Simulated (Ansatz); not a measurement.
`CCCO` + `Sc1ccccc1` → `CCSc1ccccc1` + CH₃OH  (substitution at a C–C bond)

Isolated molecules relaxed with PBE0-D4/def2-TZVP in Ansatz; ΔE leaves out vibrations. CCSD(T)/CBS adds triple-zeta CCSD(T) − MP2 to the extrapolated MP2 energy (def2 sets, frozen cores). This one scheme is used for every species. Each species was taken in one conformer, which may not be the lowest.

```tsv
species	MP2/def2-QZVPP energy (Eh)
`CCCO`	-194.03366
`Sc1ccccc1`	-629.54342
`CCSc1ccccc1`	-708.01564
CH₃OH	-115.55941
```

Q: Work out ΔE.

A: ΔE = (-708.01564) + (-115.55941) − (-194.03366) − (-629.54342) = 0.00203 Eh = +5.3 kJ/mol. CCSD(T)/CBS gives +10.3 kJ/mol.

Largest T1 diagnostic among the species: 0.011.

Leaving LDA and LC-ωPBE aside and taking each functional with its dispersion term where it has one, the values, not all of them listed here, spread over 9.5 kJ/mol, from revPBE-D4 to B2PLYP. In def2-TZVPP, CCSD(T) changes the Hartree–Fock value by −11.2 kJ/mol (the triples alone add −3.4 kJ/mol) and MP2 by −17.0 kJ/mol. At CCSD(T), def2-SVP lies +12.4 kJ/mol from the extrapolated value and def2-TZVPP +2.4 kJ/mol.
